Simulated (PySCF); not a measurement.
**Stationary points of ZrCl₄**

All numbers come from PySCF, B3LYP, basis Zr def2-SVP with ECP28, Cl def2-SVP (scalar-relativistic core potentials, no spin–orbit coupling, density fitting).

Relaxations began from a few typed shapes. The search is not exhaustive: other isomers or separated fragments can lie lower, and high-lying points may rest on an excited occupation.

(1) Order these stationary points by electronic energy, lowest first, in kJ/mol from the lowest minimum.
A. singlet Td: Zr–Cl 2.339 Å (×4); Cl–Zr–Cl 109.5° (×6)
B. singlet D4h: Zr–Cl 2.385 Å (×4); Cl–Zr–Cl 90.0° (×4), Cl–Zr–Cl 180.0° (×2)

(2) Which of them are minima?

Answers

(1) A (0.0), B (207.5).

(2) By energy in kJ/mol, 0.0: minimum; 207.5: not settled, its softest mode being under 30 cm⁻¹.

Formally Zr is in oxidation state +4, d0. The polar-tensor charge on Zr, 2.19, is far below the formal one.

For the lowest minimum: stability towards spin polarisation was not tested.
